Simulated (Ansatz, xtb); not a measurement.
**C4H5BBrN: which of two isomers lies lower**

Structure a: `NB1C=CC(Br)=C1`, a singlet. Structure b: `NB1C=CC=C1Br`, a singlet. Both are isolated molecules in the gas phase, relaxed with PBE0-D3(BJ)/def2-SVP; the shapes shown needn't be the lowest conformers.

a (Å):

```yaml
atoms:
  - { symbol: C, position_ang: [0.0887, -0.1706, 0.9649] }
  - { symbol: C, position_ang: [1.2392, -0.5594, 0.3890] }
  - { symbol: C, position_ang: [1.2813, -0.1434, -1.0477] }
  - { symbol: C, position_ang: [0.1882, 0.5187, -1.4632] }
  - { symbol: B, position_ang: [-0.7276, 0.5759, -0.1750] }
  - { symbol: Br, position_ang: [2.7930, -0.5709, -2.0784] }
  - { symbol: N, position_ang: [-1.9840, 1.1580, -0.0642] }
  - { symbol: H, position_ang: [-2.5169, 1.1578, 0.7957] }
  - { symbol: H, position_ang: [-2.4494, 1.6201, -0.8344] }
  - { symbol: H, position_ang: [-0.1528, -0.3703, 2.0113] }
  - { symbol: H, position_ang: [2.0685, -1.1051, 0.8472] }
  - { symbol: H, position_ang: [0.0522, 0.8937, -2.4778] }
```

b (Å):

| atom | x (Å) | y (Å) | z (Å) |
| --- | --- | --- | --- |
| C | 0.1897 | 0.4883 | 1.0655 |
| C | 1.4338 | 0.1748 | 0.6480 |
| C | 1.5089 | -0.1396 | -0.8107 |
| C | 0.2914 | -0.0324 | -1.3704 |
| B | -0.7226 | 0.3904 | -0.2189 |
| Br | -0.1264 | -0.3274 | -3.1717 |
| N | -2.0788 | 0.6038 | -0.3862 |
| H | -2.7046 | 0.8723 | 0.3614 |
| H | -2.5249 | 0.4989 | -1.2904 |
| H | -0.0464 | 0.7447 | 2.1000 |
| H | 2.3299 | 0.1405 | 1.2765 |
| H | 2.4383 | -0.4138 | -1.3163 |

Task: Which of the two would you expect CCSD(T)/def2-SVP + ΔMP2/def2-TZVPP electronic energies to favour?

Result: Too close to call at this level: CCSD(T)/def2-SVP + ΔMP2/def2-TZVPP gives E(b) − E(a) = +0.32 kcal/mol.

How the difference moves with the method:

```tsv
level	geometry	E(b) − E(a) (kcal/mol)	departure from the last row (kcal/mol)	job, with rough time for the two
GFN2-xTB	GFN2-xTB	−0.44	−0.77	optimisation, 1.8 s
HF/STO-3G	GFN2-xTB	−0.08	−0.40	single point, 7.6 s
r2SCAN-D4/def2-SVP	GFN2-xTB	+0.51	+0.18	single point, 22 s
PBE0-D3(BJ)/def2-SVP	PBE0-D3(BJ)/def2-SVP	+0.07	−0.26	optimisation, 4.3 min
HF/def2-SVP	PBE0-D3(BJ)/def2-SVP	−0.33	−0.65	part of the CCSD(T) run
MP2/def2-SVP	PBE0-D3(BJ)/def2-SVP	+0.36	+0.04	part of the CCSD(T) run
CCSD(T)/def2-SVP	PBE0-D3(BJ)/def2-SVP	−0.11	−0.43	single point
CCSD(T)/def2-SVP + ΔMP2/def2-TZVPP	PBE0-D3(BJ)/def2-SVP	+0.32		single point, 5.8 min
```

As drawn, both hold the same kinds of bond in the same numbers.

The largest departure from CCSD(T)/def2-SVP + ΔMP2/def2-TZVPP is that of GFN2-xTB, 0.77 kcal/mol. The last row adds to CCSD(T) the change of the MP2 difference between the two basis sets, here +0.43 kcal/mol.

With thermal terms from frequencies at re-optimised GFN2-xTB minima (ideal gas, soft modes damped towards free rotors, one conformer each, 298.15 K, 1 atm): on the last row, ΔE + ΔZPE = +0.36, ΔH = +0.39, ΔG = +0.31 kcal/mol.

The correlated steps freeze 15 core orbitals; the filled d shell of Br is correlated, in a basis made for valence electrons. Programs: Ansatz 0.2.0, xtb 6.7.1; the last row on 2 threads of Intel(R) Xeon(R) Processor @ 2.50GHz (Skylake/Cascade Lake) on a shared host.
